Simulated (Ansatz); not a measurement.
Born–Oppenheimer molecular dynamics of CH6O3Si (11 atoms, charge 0, multiplicity 1). It starts from a relaxed structure.

Computed with Ansatz, UKS PBE0/STO-3G.

```json
{"ensemble": "NVE (velocity Verlet)", "time step": "0.5 fs", "steps asked": "209", "starting velocities drawn for": "1500 K", "seed": "405096"}
```

Frames 1 fs apart, positions in Å, forces in eV/Å.

Velocities at 90 fs (Å/ps):

```
O -1.21 0.60 -4.20
Si 2.10 -0.20 2.17
C -0.98 -1.15 -0.89
O -10.72 7.46 0.48
O 5.29 -6.64 -1.58
H 4.02 -6.56 -3.31
H -3.42 42.91 -18.83
H 26.18 7.50 41.90
H 1.99 -19.74 5.70
H 11.84 -0.88 69.09
H 18.20 -26.44 -60.44
```

```xyz
11
Properties=species:S:1:pos:R:3:forces:R:3 time_fs=90 energy_less_start_eV=0.740 T=866
O -2.083 0.355 0.713 0.57 0.12 -0.29
Si -1.017 -0.719 -0.137 0.43 -0.14 1.25
C 0.732 0.103 -0.478 -1.66 0.90 -0.34
O 0.460 1.284 0.281 -1.43 1.46 1.99
O 1.921 -0.538 0.032 -1.01 -1.64 -0.69
H -1.523 1.185 0.931 0.23 -0.53 -0.23
H -1.772 -1.107 -1.310 0.37 -0.20 -0.16
H -0.727 -1.851 0.748 -0.30 0.06 -0.44
H 0.673 0.496 -1.531 1.35 -0.99 -0.47
H 1.248 1.911 0.228 0.64 0.03 -0.48
H 2.572 0.220 0.053 0.83 0.93 -0.15
11
Properties=species:S:1:pos:R:3:forces:R:3 time_fs=91 energy_less_start_eV=0.725 T=880
O -2.084 0.356 0.709 0.51 -0.02 -0.32
Si -1.015 -0.719 -0.134 0.41 -0.34 1.35
C 0.730 0.102 -0.479 -1.32 0.84 0.30
O 0.449 1.292 0.282 -0.92 1.53 1.69
O 1.926 -0.545 0.030 -1.29 -1.38 -0.62
H -1.518 1.176 0.927 0.31 -0.32 -0.14
H -1.774 -1.065 -1.330 0.49 -0.33 0.06
H -0.703 -1.843 0.787 -0.47 0.31 -0.82
H 0.682 0.472 -1.528 1.28 -0.72 -0.77
H 1.262 1.910 0.295 0.19 -0.45 -0.51
H 2.595 0.198 -0.008 0.81 0.88 -0.22
11
Properties=species:S:1:pos:R:3:forces:R:3 time_fs=92 energy_less_start_eV=0.698 T=902
O -2.085 0.356 0.704 0.43 -0.20 -0.35
Si -1.013 -0.719 -0.132 0.35 -0.43 1.31
C 0.728 0.102 -0.480 -0.96 0.76 0.78
O 0.437 1.301 0.285 -0.23 1.62 1.36
O 1.930 -0.553 0.028 -0.96 -0.52 -0.59
H -1.509 1.164 0.921 0.40 -0.06 -0.03
H -1.770 -1.026 -1.348 0.59 -0.45 0.27
H -0.683 -1.832 0.818 -0.58 0.41 -1.08
H 0.703 0.441 -1.532 1.13 -0.45 -0.87
H 1.278 1.904 0.357 -0.38 -0.90 -0.59
H 2.624 0.184 -0.071 0.20 0.21 -0.20
11
Properties=species:S:1:pos:R:3:forces:R:3 time_fs=93 energy_less_start_eV=0.683 T=916
O -2.086 0.357 0.700 0.39 -0.30 -0.35
Si -1.010 -0.720 -0.128 0.28 -0.38 1.12
C 0.724 0.103 -0.480 -0.60 0.70 0.94
O 0.425 1.311 0.287 0.38 1.50 1.00
O 1.934 -0.561 0.026 -0.40 0.48 -0.66
H -1.497 1.152 0.915 0.45 0.15 0.06
H -1.762 -0.992 -1.365 0.64 -0.57 0.42
H -0.668 -1.817 0.840 -0.63 0.37 -1.17
H 0.734 0.406 -1.545 0.91 -0.21 -0.66
H 1.291 1.890 0.413 -0.79 -1.13 -0.66
H 2.656 0.172 -0.137 -0.61 -0.60 -0.03
11
Properties=species:S:1:pos:R:3:forces:R:3 time_fs=94 energy_less_start_eV=0.673 T=924
O -2.086 0.357 0.695 0.44 -0.23 -0.31
Si -1.008 -0.720 -0.124 0.21 -0.20 0.83
C 0.720 0.104 -0.479 -0.25 0.65 0.77
O 0.414 1.322 0.291 0.74 1.13 0.60
O 1.937 -0.569 0.023 -0.02 1.21 -0.75
H -1.481 1.141 0.910 0.37 0.20 0.11
H -1.747 -0.963 -1.377 0.63 -0.69 0.48
H -0.660 -1.799 0.850 -0.61 0.17 -1.11
H 0.774 0.368 -1.563 0.60 -0.02 -0.15
H 1.296 1.866 0.463 -0.89 -1.07 -0.68
H 2.682 0.155 -0.202 -1.22 -1.16 0.22
11
Properties=species:S:1:pos:R:3:forces:R:3 time_fs=95 energy_less_start_eV=0.662 T=933
O -2.086 0.357 0.690 0.61 0.00 -0.21
Si -1.005 -0.721 -0.120 0.16 0.09 0.46
C 0.716 0.105 -0.478 0.12 0.57 0.42
O 0.403 1.333 0.295 0.79 0.55 0.12
O 1.940 -0.577 0.019 0.01 1.55 -0.76
H -1.462 1.131 0.905 0.18 0.10 0.10
H -1.726 -0.941 -1.385 0.56 -0.80 0.46
H -0.657 -1.779 0.849 -0.54 -0.16 -0.90
H 0.820 0.331 -1.583 0.22 0.17 0.48
H 1.294 1.831 0.506 -0.64 -0.76 -0.59
H 2.696 0.126 -0.265 -1.45 -1.32 0.41
11
Properties=species:S:1:pos:R:3:forces:R:3 time_fs=96 energy_less_start_eV=0.664 T=931
O -2.085 0.358 0.684 0.83 0.29 -0.09
Si -1.003 -0.722 -0.116 0.11 0.46 0.04
C 0.712 0.107 -0.476 0.47 0.42 0.08
O 0.392 1.345 0.299 0.58 -0.12 -0.41
O 1.944 -0.583 0.016 -0.36 1.50 -0.60
H -1.440 1.123 0.902 -0.08 -0.07 0.08
H -1.700 -0.926 -1.388 0.42 -0.89 0.34
H -0.659 -1.760 0.841 -0.41 -0.58 -0.56
H 0.868 0.295 -1.598 -0.21 0.39 1.02
H 1.284 1.789 0.544 -0.11 -0.30 -0.37
H 2.697 0.086 -0.325 -1.26 -1.09 0.46
11
Properties=species:S:1:pos:R:3:forces:R:3 time_fs=97 energy_less_start_eV=0.703 T=898
O -2.084 0.358 0.679 1.02 0.52 0.02
Si -1.000 -0.722 -0.112 0.09 0.83 -0.36
C 0.708 0.110 -0.475 0.78 0.20 -0.09
O 0.382 1.356 0.302 0.32 -0.72 -0.92
O 1.947 -0.588 0.011 -1.09 1.12 -0.20
H -1.420 1.113 0.899 -0.30 -0.19 0.05
H -1.670 -0.920 -1.388 0.25 -0.96 0.16
H -0.665 -1.748 0.826 -0.25 -1.02 -0.17
H 0.914 0.262 -1.604 -0.62 0.63 1.30
H 1.275 1.744 0.579 0.48 0.14 -0.07
H 2.686 0.035 -0.380 -0.67 -0.55 0.27
11
Properties=species:S:1:pos:R:3:forces:R:3 time_fs=98 energy_less_start_eV=0.772 T=839
O -2.083 0.359 0.674 1.11 0.62 0.09
Si -0.997 -0.722 -0.108 0.10 1.09 -0.66
C 0.705 0.112 -0.473 0.98 -0.05 -0.03
O 0.371 1.367 0.306 0.35 -1.07 -1.29
O 1.949 -0.593 0.007 -1.99 0.61 0.41
H -1.402 1.103 0.897 -0.43 -0.19 0.06
H -1.637 -0.923 -1.387 0.07 -1.00 -0.04
H -0.674 -1.745 0.810 -0.11 -1.36 0.17
H 0.954 0.236 -1.597 -0.96 0.86 1.26
H 1.269 1.700 0.612 0.74 0.38 0.18
H 2.668 -0.021 -0.433 0.14 0.11 -0.14
11
Properties=species:S:1:pos:R:3:forces:R:3 time_fs=99 energy_less_start_eV=0.831 T=789
O -2.081 0.360 0.669 1.07 0.56 0.10
Si -0.995 -0.722 -0.104 0.15 1.09 -0.81
C 0.703 0.115 -0.472 1.04 -0.28 0.29
O 0.361 1.378 0.308 0.90 -1.15 -1.37
O 1.951 -0.598 0.003 -2.64 0.28 1.01
H -1.388 1.090 0.895 -0.43 -0.06 0.10
H -1.604 -0.935 -1.386 -0.10 -0.99 -0.22
H -0.684 -1.755 0.796 -0.04 -1.47 0.32
H 0.985 0.218 -1.579 -1.18 1.06 0.89
H 1.270 1.660 0.647 0.46 0.40 0.23
H 2.652 -0.077 -0.487 0.76 0.54 -0.54
11
Properties=species:S:1:pos:R:3:forces:R:3 time_fs=100 energy_less_start_eV=0.845 T=777
O -2.078 0.361 0.663 0.93 0.38 0.06
Si -0.992 -0.722 -0.101 0.24 0.76 -0.79
C 0.702 0.117 -0.470 0.93 -0.45 0.84
O 0.352 1.388 0.309 1.78 -1.11 -1.20
O 1.950 -0.602 0.000 -2.61 0.40 1.21
H -1.378 1.077 0.895 -0.31 0.17 0.17
H -1.571 -0.957 -1.387 -0.22 -0.93 -0.30
H -0.694 -1.778 0.785 -0.04 -1.26 0.26
H 1.004 0.210 -1.552 -1.27 1.21 0.22
H 1.276 1.624 0.685 -0.21 0.32 0.08
H 2.643 -0.127 -0.546 0.78 0.49 -0.55
11
Properties=species:S:1:pos:R:3:forces:R:3 time_fs=101 energy_less_start_eV=0.837 T=783
O -2.075 0.363 0.658 0.73 0.17 0.01
Si -0.989 -0.721 -0.098 0.33 0.12 -0.72
C 0.701 0.119 -0.468 0.66 -0.54 1.51
O 0.344 1.397 0.310 2.62 -1.09 -0.90
O 1.948 -0.606 -0.003 -1.93 0.86 0.84
H -1.371 1.065 0.896 -0.14 0.42 0.24
H -1.541 -0.988 -1.391 -0.27 -0.81 -0.24
H -0.704 -1.814 0.776 -0.10 -0.79 0.02
H 1.012 0.214 -1.523 -1.21 1.31 -0.59
H 1.279 1.591 0.723 -0.89 0.27 -0.13
H 2.641 -0.173 -0.610 0.20 0.07 -0.04
```

Of the whole run (104 fs, mean temperature of the second half 836 K): The conserved energy stayed within 0.41 meV per atom of its start (net change 0.23 meV per atom), so the integration is sound. Over the second half the temperature averaged 0.56 of the 1500 K drawn at the start: a run that starts near a minimum puts about half its kinetic energy into the potential. A run of 0.1 ps of so small a system gives no equilibrium averages. Limits of this set-up: minimal basis.

Run time: 9.8 min on 1 thread of Intel(R) Xeon(R) Platinum 8375C CPU @ 2.90GHz (Ice Lake), on a shared host, peak memory 0.16 GiB.
